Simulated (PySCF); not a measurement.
## Calculated NMR parameters of C#C/C=C(\F)C#CC(F)F

```
Formula                               : C7H3F3
SMILES                                : C#C/C=C(\F)C#CC(F)F
InChI                                 : InChI=1S/C7H3F3/c1-2-3-6(8)4-5-7(9)10/h1,3,7H/b6-3-
Point group of the computed structure : Cs
Degrees of unsaturation               : 5
Carbon signals                        : 7
Proton signals                        : 3
```

Structure with atom numbers: `[CH:1]#[C:2]/[CH:3]=[C:4](\[F:5])[C:6]#[C:7][CH:8]([F:9])[F:10]`. Each H is labelled by its parent atom.

Method: shieldings: GIAO PBE0/pcSseg-1, structure optimised with GFN2-xTB, in PySCF (rapidly exchanging positions averaged, no relativistic terms, one computed conformer, gas phase).

Referencing at the same level of theory: $^{1}$H (σ = 31.72 ppm), $^{13}$C (σ = 186.93 ppm) vs TMS; $^{19}$F (σ = 170.95 ppm) against CFCl3.

| carbon | δC, type | δH (multiplicity) | HMBC from (2–3 bonds) | span of the C tensor (ppm) |
| --- | --- | --- | --- | --- |
| C1 | 105.9, CH | 3.63 (d) | H(C3) | 148 |
| C2 | 79.3, C | – | H(C3), H(C1) | 293 |
| C3 | 110.3, CH | 5.75 (m) | H(C1) | 174 |
| C4 | 160.8, C | – | H(C3) | 162 |
| C6 | 88.3, C | – | H(C8), H(C3) | 238 |
| C7 | 97.3, C | – | H(C8) | 202 |
| C8 | 110.2, CH | 6.73 (m) | – | 43 |

Other nuclei:
```tsv
atoms	nucleus	environment	δ (ppm)	σ (ppm)
F5	$^{19}$F	vinylic fluorine	-95.5	266.5
F9/F10	$^{19}$F	fluorine of a CF2 group	-124.7	295.7
```

1. Carbon types of the structure: 4 × C, 3 × CH, which accounts for all hydrogens.
2. δC 160.8: fully substituted alkene carbon; an sp2 carbon of a C=C bond.
3. δC 110.3: alkene CH; an sp2 carbon of a C=C bond.
4. δC 110.2: propargylic sp3 CH bonded to 2 F; 2 electronegative neighbours deshield it.
5. δC 105.9: terminal alkyne carbon.
6. δC 97.3, 88.3, 79.3: alkyne carbon; the triple bond shields along its axis, which puts it between sp3 and sp2 carbons.

Splittings by $^{19}$F in the carbon and heteronuclear signals aren't shown, as no couplings were computed. Shifts are as computed. Against solution values, carbons near 30 ppm lie about +3 ppm off and those near 130 ppm about +5 ppm. Of 1211 compounds with measured shifts, 218 miss one by over three times the rms of a fit or turn the order of signals round; such compounds aren't used in these exercises. Unscaled 19F shifts against computed CFCl3 carry errors that often reach 10 to 50 ppm. No couplings were computed; multiplicities are counted from neighbouring protons, with m where these are inequivalent, close in shift, in a saturated or five-membered ring or joined by F or P, and br s for small geminal =CH2 splittings.
